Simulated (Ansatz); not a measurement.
Basis sets compared for In₅As₄H₁₆⁻, a cluster cut from zinc blende InAs (hydrogen-capped). Charge -1, multiplicity 1. Geometry PBE-D4/def2-SVP. Ansatz on 2 threads of AMD EPYC 7R13 on a shared host and a share (18 GiB) of an NVIDIA H100 80GB HBM3; times are rough, and most runs start from earlier orbitals.

Cartesian coordinates in Å:
```
In 3.002 1.518 -0.198
In 1.574 -1.948 2.254
In -1.056 1.838 1.984
In -1.380 1.616 -2.617
In -2.809 -1.853 -0.165
As 1.389 0.682 1.772
As 1.244 0.919 -2.219
As -0.237 -2.675 0.325
As -2.216 0.760 -0.218
H 4.380 0.455 -0.420
H 3.133 3.265 -0.231
H 3.119 -2.606 1.746
H 0.806 -2.384 3.768
H -0.868 3.561 1.715
H -1.850 1.174 3.400
H -1.361 3.365 -2.712
H -1.965 0.597 -3.920
H -3.693 -2.288 1.284
H -3.224 -2.468 -1.755
H 2.116 1.251 2.999
H 1.982 1.153 -3.543
H 1.270 -0.607 -2.337
H -0.231 -4.208 0.257
H 0.496 -2.494 -1.005
H -3.621 1.376 -0.166
```

In the def2 sets In takes a core potential, while STO-3G treats all electrons; there is no spin–orbit coupling. Single mean-field runs in def2-TZVP are fitted with def2-universal-jkfit.

STO-3G and 6-31G are all-electron sets without relativity, so their totals don't compare with the def2 sets.

| level | functions | energy (Eh) | HOMO (eV) | LUMO (eV) | wall time |
| --- | --- | --- | --- | --- | --- |
| HF/STO-3G | 223 | -37261.2047 | -3.12 | 11.24 | 2.8 s |
| PBE-D4/def2-SVP | 338 | -9901.4876 | -2.94 | 1.20 | 2.5 s |
| PBE0-D4/def2-SVP | 338 | -9901.7782 | -3.92 | 1.86 | 5 s |

Problem. Estimate the rows for HF/def2-TZVP, PBE-D4/def2-TZVP (with forces), PBE0-D4/def2-TZVP.

Solution. 
```tsv
level	functions	energy (Eh)	HOMO (eV)	LUMO (eV)	wall time
HF/def2-TZVP	538	-9892.3177	-6.10	3.96	3.2 s
PBE-D4/def2-TZVP (with forces)	538	-9902.6486	-3.05	1.04	4.7 s
PBE0-D4/def2-TZVP	538	-9902.9281	-4.00	1.69	4.7 s
```
